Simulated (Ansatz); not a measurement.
C$_{2}$H$_{4}$FNOSi, SMILES `OC1([SiH3])N=C1F`, relaxed with RKS PBE0-D4/def2-TZVP in the Gaussian-basis code of Ansatz from a PBE-D4/def2-SVP geometry. The force threshold is 0.005 eV/Å; the program also tests the step.

Total charge 0; spin multiplicity 1.

Start:

```xyz
10

O     0.981    1.228    0.667
C     0.302    0.309   -0.098
Si   -0.699   -0.896    0.988
N     1.116   -0.401   -1.369
C     0.182    0.427   -1.522
F    -0.417    1.038   -2.537
H     1.396    1.902    0.092
H    -1.705   -0.128    1.798
H    -1.400   -1.860    0.078
H     0.244   -1.619    1.904
```

```tsv
step	energy (eV)	largest force (eV/Å)	largest move (Å)
1	-16259.4785	1.483	0.000
2	-16259.5292	0.499	0.026
3	-16259.5367	0.167	0.014
4	-16259.5391	0.128	0.030
5	-16259.5399	0.046	0.008
6	-16259.5401	0.030	0.005
7	-16259.5403	0.018	0.008
8	-16259.5403	0.012	0.004
9 (rejected)	-16259.5403	0.034	0.003
10	-16259.5403	0.005	0.002
11	-16259.5403	0.002	0.002
```

End:

```xyz
10

O     0.966    1.231    0.651
C     0.297    0.296   -0.099
Si   -0.695   -0.894    0.981
N     1.093   -0.360   -1.334
C     0.156    0.430   -1.505
F    -0.429    1.034   -2.507
H     1.442    1.845    0.080
H    -1.709   -0.136    1.756
H    -1.358   -1.860    0.074
H     0.236   -1.586    1.904
```

Run time 41 s (4 threads of an Arm Neoverse V2 on a shared host); peak host memory 0.58 GiB.
